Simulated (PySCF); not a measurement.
## Calculated data, B$_{2}$H$_{3}$

All values are calculated (PySCF 2.14.0). Calculation on a computer-drawn molecule: vertical ionisation energy to the stated ion spin, frozen-core CCSD(T) at the basis limit and cheaper methods, single-reference cases, UHF for radicals, no spin-orbit; all values are single points at the evaluated structure, the first of each entry, which is the reference or a displaced copy of it and isn't optimised; the reference structure only sets the zero of the energies above reference; triples share is (T) over the correlation energy.

Common to all runs: charge 0; multiplicity 2; ion multiplicity 1; diffuse functions no; basis cc-pVnZ; reference is the Hartree-Fock double-zeta minimum; best is HF at quadruple zeta + MP2 correlation extrapolated from triple and quadruple zeta + CCSD(T) minus MP2 at triple zeta; basis step is the size of the change from the same recipe one zeta lower.

(1) B$_{2}$H$_{3}$

Evaluated structure:
```xyz
5
B2H3
B     -0.0925    -0.6051     0.6421
B     -0.3585     0.4142     1.8253
H      0.1802    -1.3748    -0.1620
H     -1.3036     0.5426     2.2275
H      0.4801     1.0050     2.2772
```

Reference structure:
```xyz
5
B2H3
B     -0.0584    -0.6571     0.6060
B     -0.3229     0.3559     1.8146
H      0.1372    -1.4049    -0.2895
H     -1.4236     0.4655     2.2843
H      0.5774     1.0145     2.2618
```

Results for B$_{2}$H$_{3}$: ionisation energy best 8.714 eV; ionisation energy basis step 0.01868 eV; energy above reference best 11.12 kcal/mol; energy above reference basis step 0.08252 kcal/mol; total energy HF triple zeta -51.0179 hartree; total energy CCSD(T) triple zeta -51.2360 hartree; total energy best -51.2602 hartree; T1 diagnostic at triple zeta 0.01853; D1 diagnostic at triple zeta 0.05399; spin squared at triple zeta 0.7582; ion T1 diagnostic at triple zeta 0.01186; ion D1 diagnostic at triple zeta 0.02981; triples share at triple zeta 0.02985; basis functions triple zeta 102; dipole magnitude HF at triple zeta 1.232 debye; dipole magnitude CCSD unrelaxed at triple zeta 1.349 debye; dipole magnitude PBE at triple zeta 1.266 debye; dipole magnitude r2SCAN at triple zeta 1.268 debye; dipole magnitude B3LYP at triple zeta 1.313 debye; dipole magnitude wB97X at triple zeta 1.359 debye.

Drawn bonds:
```csv
atom,other atom,order
1,2,1
1,3,1
2,4,1
2,5,1
```

Triple zeta:
```csv
method,ionisation energy (eV),energy above reference (kcal/mol)
HF,7.963,11.02
PBE,9.019,12.47
r2SCAN,9.061,11.36
B3LYP,8.896,10.65
wB97X,8.711,11.37
MP2,8.6,10.84
CCSD,8.606,11.28
CCSD(T),8.666,11.48
```

(2) B$_{2}$H$_{3}$

Evaluated structure:
```xyz
5
B2H3
B     -0.0925    -0.6051     0.6421
B     -0.3585     0.4142     1.8253
H      0.1802    -1.3748    -0.1620
H     -1.3484     0.5486     2.2466
H      0.4801     1.0050     2.2772
```

Reference structure:
```xyz
5
B2H3
B     -0.0584    -0.6571     0.6060
B     -0.3229     0.3559     1.8146
H      0.1372    -1.4049    -0.2895
H     -1.4236     0.4655     2.2843
H      0.5774     1.0145     2.2618
```

It finds ionisation energy best 8.722 eV; ionisation energy basis step 0.01857 eV; energy above reference best 6.021 kcal/mol; energy above reference basis step 0.0788 kcal/mol; total energy HF triple zeta -51.0261 hartree; total energy CCSD(T) triple zeta -51.2443 hartree; total energy best -51.2683 hartree; T1 diagnostic at triple zeta 0.01859; D1 diagnostic at triple zeta 0.05379; spin squared at triple zeta 0.7582; ion T1 diagnostic at triple zeta 0.01208; ion D1 diagnostic at triple zeta 0.03042; triples share at triple zeta 0.03006; basis functions triple zeta 102; dipole magnitude HF at triple zeta 1.262 debye; dipole magnitude CCSD unrelaxed at triple zeta 1.37 debye; dipole magnitude PBE at triple zeta 1.278 debye; dipole magnitude r2SCAN at triple zeta 1.285 debye; dipole magnitude B3LYP at triple zeta 1.33 debye; dipole magnitude wB97X at triple zeta 1.38 debye.

Drawn bonds:
```csv
atom,other atom,order
1,2,1
1,3,1
2,4,1
2,5,1
```

Triple zeta:
```csv
method,ionisation energy (eV),energy above reference (kcal/mol)
HF,7.974,5.858
PBE,9.022,7.143
r2SCAN,9.065,6.207
B3LYP,8.9,5.647
wB97X,8.718,6.197
MP2,8.609,5.742
CCSD,8.614,6.141
CCSD(T),8.675,6.312
```

(3) B$_{2}$H$_{3}$

Evaluated structure:
```xyz
5
B2H3
B     -0.0925    -0.6051     0.6421
B     -0.3585     0.4142     1.8253
H      0.1802    -1.3748    -0.1620
H     -1.4333     0.5602     2.2827
H      0.4801     1.0050     2.2772
```

Reference structure:
```xyz
5
B2H3
B     -0.0584    -0.6571     0.6060
B     -0.3229     0.3559     1.8146
H      0.1372    -1.4049    -0.2895
H     -1.4236     0.4655     2.2843
H      0.5774     1.0145     2.2618
```

Results for B$_{2}$H$_{3}$: ionisation energy best 8.739 eV; ionisation energy basis step 0.01844 eV; energy above reference best 2.091 kcal/mol; energy above reference basis step 0.03986 kcal/mol; total energy HF triple zeta -51.0323 hartree; total energy CCSD(T) triple zeta -51.2507 hartree; total energy best -51.2745 hartree; T1 diagnostic at triple zeta 0.01878; D1 diagnostic at triple zeta 0.05339; spin squared at triple zeta 0.7582; ion T1 diagnostic at triple zeta 0.01258; ion D1 diagnostic at triple zeta 0.03182; triples share at triple zeta 0.0305; basis functions triple zeta 102; dipole magnitude HF at triple zeta 1.331 debye; dipole magnitude CCSD unrelaxed at triple zeta 1.417 debye; dipole magnitude PBE at triple zeta 1.308 debye; dipole magnitude r2SCAN at triple zeta 1.325 debye; dipole magnitude B3LYP at triple zeta 1.372 debye; dipole magnitude wB97X at triple zeta 1.43 debye.

Drawn bonds:
```csv
atom,other atom,order
1,2,1
1,3,1
2,4,1
2,5,1
```

Triple zeta:
```csv
method,ionisation energy (eV),energy above reference (kcal/mol)
HF,7.999,1.956
PBE,9.029,2.737
r2SCAN,9.076,2.154
B3LYP,8.911,1.823
wB97X,8.733,2.166
MP2,8.627,1.903
CCSD,8.632,2.167
CCSD(T),8.692,2.275
```

(4) B$_{2}$H$_{3}$

Evaluated structure:
```xyz
5
B2H3
B     -0.0925    -0.6051     0.6421
B     -0.3585     0.4142     1.8253
H      0.1802    -1.3748    -0.1620
H     -1.5328     0.5737     2.3251
H      0.4801     1.0050     2.2772
```

Reference structure:
```xyz
5
B2H3
B     -0.0584    -0.6571     0.6060
B     -0.3229     0.3559     1.8146
H      0.1372    -1.4049    -0.2895
H     -1.4236     0.4655     2.2843
H      0.5774     1.0145     2.2618
```

Results for B$_{2}$H$_{3}$: ionisation energy best 8.761 eV; ionisation energy basis step 0.01835 eV; energy above reference best 3.866 kcal/mol; energy above reference basis step 0.02303 kcal/mol; total energy HF triple zeta -51.0291 hartree; total energy CCSD(T) triple zeta -51.2480 hartree; total energy best -51.2717 hartree; T1 diagnostic at triple zeta 0.01913; D1 diagnostic at triple zeta 0.05283; spin squared at triple zeta 0.7583; ion T1 diagnostic at triple zeta 0.01335; ion D1 diagnostic at triple zeta 0.03395; triples share at triple zeta 0.03108; basis functions triple zeta 102; dipole magnitude HF at triple zeta 1.438 debye; dipole magnitude CCSD unrelaxed at triple zeta 1.486 debye; dipole magnitude PBE at triple zeta 1.354 debye; dipole magnitude r2SCAN at triple zeta 1.384 debye; dipole magnitude B3LYP at triple zeta 1.434 debye; dipole magnitude wB97X at triple zeta 1.506 debye.

Drawn bonds:
```csv
atom,other atom,order
1,2,1
1,3,1
2,4,1
2,5,1
```

Triple zeta:
```csv
method,ionisation energy (eV),energy above reference (kcal/mol)
HF,8.031,3.985
PBE,9.039,3.928
r2SCAN,9.092,3.772
B3LYP,8.927,3.644
wB97X,8.755,3.915
MP2,8.652,3.918
CCSD,8.655,3.946
CCSD(T),8.715,3.964
```

(5) B$_{2}$H$_{3}$

Evaluated structure:
```xyz
5
B2H3
B     -0.0130    -0.5975     0.5881
B     -0.2353     0.3674     1.7874
H      0.0993    -1.4416    -0.2112
H     -1.3797     0.5027     2.2889
H      0.6083     1.1435     2.3028
```

Reference structure:
```xyz
5
B2H3
B     -0.0584    -0.6571     0.6060
B     -0.3229     0.3559     1.8146
H      0.1372    -1.4049    -0.2895
H     -1.4236     0.4655     2.2843
H      0.5774     1.0145     2.2618
```

The calculation gives: ionisation energy best 8.875 eV; ionisation energy basis step 0.0171 eV; energy above reference best 2.374 kcal/mol; energy above reference basis step 0.1498 kcal/mol; total energy HF triple zeta -51.0305 hartree; total energy CCSD(T) triple zeta -51.2504 hartree; total energy best -51.2741 hartree; T1 diagnostic at triple zeta 0.01975; D1 diagnostic at triple zeta 0.05095; spin squared at triple zeta 0.7587; ion T1 diagnostic at triple zeta 0.01462; ion D1 diagnostic at triple zeta 0.03756; triples share at triple zeta 0.03186; basis functions triple zeta 102; dipole magnitude HF at triple zeta 1.514 debye; dipole magnitude CCSD unrelaxed at triple zeta 1.494 debye; dipole magnitude PBE at triple zeta 1.306 debye; dipole magnitude r2SCAN at triple zeta 1.355 debye; dipole magnitude B3LYP at triple zeta 1.421 debye; dipole magnitude wB97X at triple zeta 1.515 debye.

Drawn bonds:
```csv
atom,other atom,order
1,2,1
1,3,1
2,4,1
2,5,1
```

Triple zeta:
```csv
method,ionisation energy (eV),energy above reference (kcal/mol)
HF,8.167,3.115
PBE,9.13,1.431
r2SCAN,9.191,1.759
B3LYP,9.025,2.049
wB97X,8.866,2.224
MP2,8.771,2.725
CCSD,8.772,2.551
CCSD(T),8.83,2.441
```

(6) B$_{2}$H$_{3}$

Evaluated structure:
```xyz
5
B2H3
B     -0.1478    -0.7351     0.6184
B     -0.3598     0.3448     1.8547
H      0.1783    -1.3536    -0.3178
H     -1.4204     0.4272     2.2825
H      0.5256     1.0428     2.2171
```

Reference structure:
```xyz
5
B2H3
B     -0.0584    -0.6571     0.6060
B     -0.3229     0.3559     1.8146
H      0.1372    -1.4049    -0.2895
H     -1.4236     0.4655     2.2843
H      0.5774     1.0145     2.2618
```

Results for B$_{2}$H$_{3}$: ionisation energy best 8.554 eV; ionisation energy basis step 0.02005 eV; energy above reference best 3.62 kcal/mol; energy above reference basis step 0.1639 kcal/mol; total energy HF triple zeta -51.0305 hartree; total energy CCSD(T) triple zeta -51.2487 hartree; total energy best -51.2721 hartree; T1 diagnostic at triple zeta 0.01983; D1 diagnostic at triple zeta 0.06152; spin squared at triple zeta 0.7591; ion T1 diagnostic at triple zeta 0.01208; ion D1 diagnostic at triple zeta 0.02996; triples share at triple zeta 0.03091; basis functions triple zeta 102; dipole magnitude HF at triple zeta 1.211 debye; dipole magnitude CCSD unrelaxed at triple zeta 1.381 debye; dipole magnitude PBE at triple zeta 1.344 debye; dipole magnitude r2SCAN at triple zeta 1.343 debye; dipole magnitude B3LYP at triple zeta 1.37 debye; dipole magnitude wB97X at triple zeta 1.406 debye.

Drawn bonds:
```csv
atom,other atom,order
1,2,1
1,3,1
2,4,1
2,5,1
```

Triple zeta:
```csv
method,ionisation energy (eV),energy above reference (kcal/mol)
HF,7.802,3.106
PBE,8.861,4.286
r2SCAN,8.903,4.111
B3LYP,8.737,3.809
wB97X,8.546,3.879
MP2,8.434,3.497
CCSD,8.444,3.478
CCSD(T),8.507,3.534
```

(7) B$_{2}$H$_{3}$

Evaluated structure:
```xyz
5
B2H3
B     -0.0701    -0.6384     0.5901
B     -0.3745     0.3755     1.8428
H      0.1093    -1.4497    -0.2569
H     -1.4505     0.4492     2.3405
H      0.6384     1.0054     2.2203
```

Reference structure:
```xyz
5
B2H3
B     -0.0584    -0.6571     0.6060
B     -0.3229     0.3559     1.8146
H      0.1372    -1.4049    -0.2895
H     -1.4236     0.4655     2.2843
H      0.5774     1.0145     2.2618
```

It finds ionisation energy best 8.607 eV; ionisation energy basis step 0.01976 eV; energy above reference best 2.382 kcal/mol; energy above reference basis step 0.04948 kcal/mol; total energy HF triple zeta -51.0317 hartree; total energy CCSD(T) triple zeta -51.2507 hartree; total energy best -51.2741 hartree; T1 diagnostic at triple zeta 0.01959; D1 diagnostic at triple zeta 0.05881; spin squared at triple zeta 0.7589; ion T1 diagnostic at triple zeta 0.01251; ion D1 diagnostic at triple zeta 0.0309; triples share at triple zeta 0.03158; basis functions triple zeta 102; dipole magnitude HF at triple zeta 1.283 debye; dipole magnitude CCSD unrelaxed at triple zeta 1.419 debye; dipole magnitude PBE at triple zeta 1.355 debye; dipole magnitude r2SCAN at triple zeta 1.367 debye; dipole magnitude B3LYP at triple zeta 1.395 debye; dipole magnitude wB97X at triple zeta 1.445 debye.

Drawn bonds:
```csv
atom,other atom,order
1,2,1
1,3,1
2,4,1
2,5,1
```

Triple zeta:
```csv
method,ionisation energy (eV),energy above reference (kcal/mol)
HF,7.86,2.338
PBE,8.905,2.362
r2SCAN,8.952,2.627
B3LYP,8.783,2.669
wB97X,8.599,2.534
MP2,8.491,2.455
CCSD,8.497,2.299
CCSD(T),8.561,2.245
```

(8) B$_{2}$H$_{3}$

Evaluated structure:
```xyz
5
B2H3
B     -0.0701    -0.6384     0.5901
B     -0.3619     0.3335     1.7909
H      0.1093    -1.4497    -0.2569
H     -1.4379     0.4072     2.2886
H      0.6510     0.9634     2.1684
```

Reference structure:
```xyz
5
B2H3
B     -0.0584    -0.6571     0.6060
B     -0.3229     0.3559     1.8146
H      0.1372    -1.4049    -0.2895
H     -1.4236     0.4655     2.2843
H      0.5774     1.0145     2.2618
```

Drawn bonds:
```csv
atom,other atom,order
1,2,1
1,3,1
2,4,1
2,5,1
```

**Q.** Give the missing total energy CCSD(T) triple zeta for B$_{2}$H$_{3}$ (entry 8).
**A.** -51.2524 hartree

Further results for B$_{2}$H$_{3}$ (entry 8):

- ionisation energy best: 8.786 eV
- ionisation energy basis step: 0.01847 eV
- energy above reference best: 1.128 kcal/mol
- energy above reference basis step: 0.1017 kcal/mol
- total energy HF triple zeta: -51.0327 hartree
- total energy best: -51.2761 hartree
- T1 diagnostic at triple zeta: 0.0187
- D1 diagnostic at triple zeta: 0.05136
- spin squared at triple zeta: 0.7585
- ion T1 diagnostic at triple zeta: 0.01286
- ion D1 diagnostic at triple zeta: 0.03199
- triples share at triple zeta: 0.0315
- basis functions triple zeta: 102
- dipole magnitude HF at triple zeta: 1.384 debye
- dipole magnitude CCSD unrelaxed at triple zeta: 1.441 debye
- dipole magnitude PBE at triple zeta: 1.322 debye
- dipole magnitude r2SCAN at triple zeta: 1.351 debye
- dipole magnitude B3LYP at triple zeta: 1.39 debye
- dipole magnitude wB97X at triple zeta: 1.464 debye

Triple zeta:
```csv
method,ionisation energy (eV),energy above reference (kcal/mol)
HF,8.049,1.71
PBE,9.07,0.9025
r2SCAN,9.124,1.02
B3LYP,8.953,1.127
wB97X,8.781,1.106
MP2,8.679,1.257
CCSD,8.678,1.286
CCSD(T),8.74,1.231
```
